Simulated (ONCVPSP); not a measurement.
Configuration tests for germanium (ONCV)

```
Element                 : germanium (Ge)
Generator               : ONCVPSP 4.0.1
Type                    : optimised norm-conserving Vanderbilt (ONCV)
Functional              : PBE
Relativity              : scalar-relativistic
Frozen core             : [Ar]
Valence charge          : 14
Reference configuration : 3d10 4s2 4p1.5 (charge +0.5)
Partial waves           : 4s: rc 1.75 bohr, ncon 3, nbas 7, qcut 3.9 1/bohr, 3 projectors, debl 3.4 Ha; 4p: rc 1.70 bohr, ncon 4, nbas 7, qcut 5.6 1/bohr, 3 projectors, debl 0.5 Ha; 3d: rc 1.25 bohr, ncon 3, nbas 7, qcut 13.4 1/bohr, 2 projectors, debl 1.8 Ha; f scattering state at 0.02 Ha: rc 1.30 bohr, ncon 3, nbas 7, qcut 9.1 1/bohr, 3 projectors, debl 2.4 Ha
Local potential         : polynomial inside 1.10 bohr (lpopt 5, dvloc0 0 Ha)
Core correction         : none
```

Energies are relative to the spin-unpolarised reference configuration 3d10 4s2 4p1.5; without spin polarisation the order of configurations can differ from experiment.

Q: Give the all-electron excitation energy and the error of the potential for: 3d10 4s2 4p2; 3d10 4s2 4p1; 3d10 4s2 4p0; 3d10 4s1 4p2.

A:

```csv
valence configuration,charge,ΔE all-electron (eV),error AE − PS (meV)
3d10 4s2 4p2,0,-2.802,+0.3
3d10 4s2 4p1,+1,4.642,-0.6
3d10 4s2 4p0,+2,20.081,+0.3
3d10 4s1 4p2,+1,13.359,-0.7
```

Note: ghosts flagged at negative energy: p at -112.0 eV; GHOST(+) flagged for s at 181.2 eV, p at 396.3 eV. A true bound ghost makes a file unfit for plane-wave use.
